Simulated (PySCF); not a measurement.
Excitation energy of Sb⁺ by level of theory

Sb⁺ [Kr] 4d10 5s2 5p2 (3P) → Sb⁺ [Kr] 4d10 5s1 5p3 (5S), as a difference of total energies. Calculation: PySCF 2.14, in aug-cc-pVDZ-PP with ECP28MDF (5s4p3d, 32 functions); a scalar-relativistic core potential. Correlated levels: valence: 4s2 4p6 4d10 frozen. The calculations carry no spin-orbit coupling.

```csv
method,excitation energy (eV)
UHF,4.153
MP2 (valence),4.809
SCS-MP2 (valence),5.083
CCSD (valence),5.073
CCSD(T) (valence),5.088
CCSDT (valence),5.093
```

Q: How much does correlation contribute at CCSD(T) (valence)?

A: 5.088 − (4.153) = 0.935 eV, measured against UHF.

Errors of the correlated levels include the incompleteness of this basis and the frozen core.

For comparison: 5.897 eV (measured; NIST levels, between the centres of gravity of the two terms).
